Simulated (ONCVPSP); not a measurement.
## An all-electron radial function and its pseudo partner (platinum)

Columns: radius, all-electron u(r) and pseudo u(r) of the 5p shell (level -56.29 eV) of platinum in the configuration [Kr] 4d10 4f14 5s2 5p6 5d9 6s1; LDA (Perdew-Wang 92), scalar-relativistic, ONCV scheme, ONCVPSP 4.0.1.

| r (bohr) | all-electron | pseudo |
| --- | --- | --- |
| 0.090 | 0.1713 | 0.0194 |
| 0.180 | 0.2463 | 0.0787 |
| 0.270 | -0.3865 | 0.1781 |
| 0.360 | -0.5965 | 0.3094 |
| 0.450 | -0.3538 | 0.4560 |
| 0.540 | 0.0690 | 0.6003 |
| 0.630 | 0.4797 | 0.7325 |
| 0.720 | 0.7940 | 0.8516 |
| 0.810 | 0.9948 | 0.9567 |
| 0.900 | 1.0946 | 1.0381 |
| 0.990 | 1.1170 | 1.0801 |
| 1.080 | 1.0854 | 1.0717 |
| 1.170 | 1.0196 | 1.0172 |
| 1.260 | 0.9348 | 0.9345 |
| 1.350 | 0.8416 | 0.8414 |
| 1.440 | 0.7473 | 0.7472 |
| 1.530 | 0.6566 | 0.6565 |
| 1.620 | 0.5721 | 0.5720 |
| 1.710 | 0.4952 | 0.4951 |
| 1.800 | 0.4263 | 0.4262 |
| 1.890 | 0.3654 | 0.3653 |
| 1.980 | 0.3120 | 0.3120 |
| 2.070 | 0.2657 | 0.2656 |
| 2.160 | 0.2257 | 0.2256 |
| 2.250 | 0.1913 | 0.1912 |
| 2.340 | 0.1618 | 0.1618 |

(1) How many radial nodes do the two functions have?

(2) At about which radius was the pseudo-wave matched?

(3) Is the pseudo-wave norm-conserving?

Answers

(1) The all-electron 5p function has n − l − 1 = 3 (the table is too coarse to show those close to the nucleus); the pseudo-wave has 0, since the states of the same l below it are removed with the core.

(2) 1.30 bohr, where the columns begin to agree (steps of 0.09 bohr).

(3) Yes: the ONCV scheme keeps the norm inside the radius equal to the all-electron one, which fixes the energy derivative of the logarithmic derivative at the level.
